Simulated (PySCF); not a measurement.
Bonds (- single, = double, # triple, : aromatic): C1=C2 1.333 Å, C2-C3 1.499 Å, C3-Si4 1.844 Å, Si4-F5 1.604 Å, Si4-F6 1.602 Å, Si4-F7 1.604 Å. C1 carries H8, H9; C2 carries H10; C3 carries H11, H12. H8 is cis to C3; H9 is trans to C3.

Geometry: PBE0-D3(BJ)/def2-SVP; GIAO shifts from PySCF 2.14.0 with density-fitted response routines, gas phase, non-relativistic, averaged over equivalent atoms.

At PBE0/STO-3G (44 basis functions, 6 s wall time on 1 thread of an Arm Neoverse N1, shared host):
```json
{"atoms": "C2", "δ (ppm)": "111.4"}
{"atoms": "C1", "δ (ppm)": "104.5"}
{"atoms": "C3", "δ (ppm)": "12.8"}
{"atoms": "Si4", "δ (ppm)": "-3.6"}
{"atoms": "F5/F6/F7", "δ (ppm)": "-185.4"}
{"atoms": "H10", "δ (ppm)": "5.33"}
{"atoms": "H9", "δ (ppm)": "5.19"}
{"atoms": "H8", "δ (ppm)": "4.97"}
{"atoms": "H11/H12", "δ (ppm)": "1.25"}
```

δ = σ(ref) − σ, references computed at the same level: ¹³C (σref 234.69) and ²⁹Si (σref 517.60) and ¹H (σref 32.60) against TMS; ¹⁹F (σref 304.40) vs CFCl3.

Estimate the result of repeating the calculation with mPW1PW91/pcSseg-1.

Results:


```
   atoms  δ at mPW1PW91/pcSseg-1  change
      C2                   134.9   +23.5
      C1                   127.9   +23.4
      C3                    18.7    +5.9
     Si4                   -53.6   -50.0
F5/F6/F7                  -141.0   +44.4
     H10                    5.85   +0.52
      H9                    5.48   +0.29
      H8                    5.51   +0.54
 H11/H12                    1.80   +0.55
```

Shifts are taken against calculated references (same method and geometry level): TMS for ¹³C (σref 183.54) and ²⁹Si (σref 350.83) and ¹H (σref 31.32); CFCl3 for ¹⁹F (σref 177.88).

The largest change is at Si4 (silicon bonded to C, 3 F). Cost: 151 basis functions, 20 s wall time on 1 thread of an Arm Neoverse N1, shared host. The order of the carbon signals is the same at both levels.

Unscaled 19F shifts against computed CFCl3 carry errors that often reach 10 to 50 ppm.
